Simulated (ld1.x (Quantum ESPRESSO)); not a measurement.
**u(r) = r·R(r): atom against pseudo-atom (potassium (K))**

Columns: radius, all-electron u(r) and pseudo u(r) of the 3s shell (level -36.68 eV) of potassium in the configuration [Ne] 3s2 3p6 3d0 4s0 4p1; LDA (PZ), scalar-relativistic, RRKJ scheme, ld1.x (Quantum ESPRESSO) 7.5.

```json
{"r (bohr)": "0.210", "all-electron": "-0.4464", "pseudo": "0.1361"}
{"r (bohr)": "0.420", "all-electron": "-0.1999", "pseudo": "0.3186"}
{"r (bohr)": "0.630", "all-electron": "0.4529", "pseudo": "0.5781"}
{"r (bohr)": "0.840", "all-electron": "0.8557", "pseudo": "0.8509"}
{"r (bohr)": "1.050", "all-electron": "0.9796", "pseudo": "0.9778"}
{"r (bohr)": "1.260", "all-electron": "0.9327", "pseudo": "0.9327"}
{"r (bohr)": "1.470", "all-electron": "0.8087", "pseudo": "0.8087"}
{"r (bohr)": "1.680", "all-electron": "0.6641", "pseudo": "0.6641"}
{"r (bohr)": "1.890", "all-electron": "0.5269", "pseudo": "0.5269"}
{"r (bohr)": "2.100", "all-electron": "0.4083", "pseudo": "0.4083"}
{"r (bohr)": "2.310", "all-electron": "0.3112", "pseudo": "0.3112"}
{"r (bohr)": "2.520", "all-electron": "0.2342", "pseudo": "0.2342"}
{"r (bohr)": "2.730", "all-electron": "0.1745", "pseudo": "0.1745"}
{"r (bohr)": "2.940", "all-electron": "0.1292", "pseudo": "0.1292"}
{"r (bohr)": "3.150", "all-electron": "0.0951", "pseudo": "0.0951"}
{"r (bohr)": "3.360", "all-electron": "0.0696", "pseudo": "0.0696"}
{"r (bohr)": "3.570", "all-electron": "0.0509", "pseudo": "0.0509"}
{"r (bohr)": "3.780", "all-electron": "0.0370", "pseudo": "0.0370"}
{"r (bohr)": "3.990", "all-electron": "0.0269", "pseudo": "0.0269"}
{"r (bohr)": "4.200", "all-electron": "0.0195", "pseudo": "0.0195"}
{"r (bohr)": "4.410", "all-electron": "0.0141", "pseudo": "0.0141"}
{"r (bohr)": "4.620", "all-electron": "0.0102", "pseudo": "0.0102"}
{"r (bohr)": "4.830", "all-electron": "0.0074", "pseudo": "0.0074"}
{"r (bohr)": "5.040", "all-electron": "0.0053", "pseudo": "0.0053"}
{"r (bohr)": "5.250", "all-electron": "0.0038", "pseudo": "0.0038"}
{"r (bohr)": "5.460", "all-electron": "0.0028", "pseudo": "0.0028"}
```

Question: How many radial nodes do the two functions have?

Answer: The all-electron 3s function has n − l − 1 = 2 (the table is too coarse to show those close to the nucleus); the pseudo-wave has 0, since the states of the same l below it are removed with the core.

Question: At about which radius was the pseudo-wave matched?

Answer: 1.25 bohr, where the columns begin to agree (steps of 0.21 bohr).

Question: Is the pseudo-wave norm-conserving?

Answer: Yes: the RRKJ scheme keeps the norm inside the radius equal to the all-electron one, which fixes the energy derivative of the logarithmic derivative at the level.
